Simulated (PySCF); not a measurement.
Cl$_{5}$Nb, charge +1, doublet, geometry from GFN2-xTB (such geometries of metal compounds can be far from the true shape) (the multiplicity is a formal guess) (all electrons, no relativity). Base run: B3LYP/3-21G (PySCF).

Here is a job for PySCF.
```python
from pyscf import gto, scf, dft

mol = gto.M(
    atom='''
Nb    0.027290    0.165920   -0.138711
Cl    1.978245   -0.186801   -1.051681
Cl    0.624320   -1.304735    1.845707
Cl   -1.221951    0.768177   -1.855530
Cl   -1.470950   -1.626361    0.276668
Cl    0.024520    1.949559    1.119374
''',
    basis='3-21g',
    charge=1,
    spin=1,
    verbose=4,
)

mf = dft.UKS(mol)
mf.xc = 'b3lyp'
mf.kernel()
mf.analyze()
```

Variants of this job, named by their change:

| change | basis functions | E (Eh) | HOMO (eV) |
|---|---|---|---|
| base | 101 | -6027.72940 | -14.31 |
| basis = x2c-SVPall; relativity = spin-free X2C; nucleus = Gaussian (with nucmod='G') | 143 | -6126.47086 | -13.93 |
| basis = jorge-DZP-DKH; relativity = spin-free X2C | 168 | -6127.15125 | -14.08 |
| basis = x2c-SVPall; relativity = none | 143 | -6015.38848 | -13.92 |
| basis = ANO-RCC-VDZP; relativity = spin-free X2C; nucleus = Gaussian (with nucmod='G') | 133 | -6127.61414 | -13.90 |
| basis = jorge-DZP-DKH; relativity = none | 168 | -6033.40353 | -14.08 |
| basis = ANO-RCC-VDZP; relativity = none | 133 | -6001.15189 | -13.90 |
| basis = ANO-RCC-VDZP; relativity = spin-free X2C | 133 | -6127.66775 | -13.90 |
| basis = jorge-DZP-DKH; relativity = spin-free X2C; nucleus = Gaussian (with nucmod='G') | 168 | -6127.10394 | -14.08 |
| basis = x2c-SVPall; relativity = spin-free X2C | 143 | -6126.51232 | -13.93 |

Total energies compare only within one method and basis.

Open shells are given as the SCF converged; they aren't shown to be the lowest states, and a large step between rows can be another state.

Basis sets contracted for a relativistic Hamiltonian are a mismatch without it, so the rows without relativity aren't non-relativistic limits. No row has spin-orbit coupling; sets with core potentials leave out the core electrons.
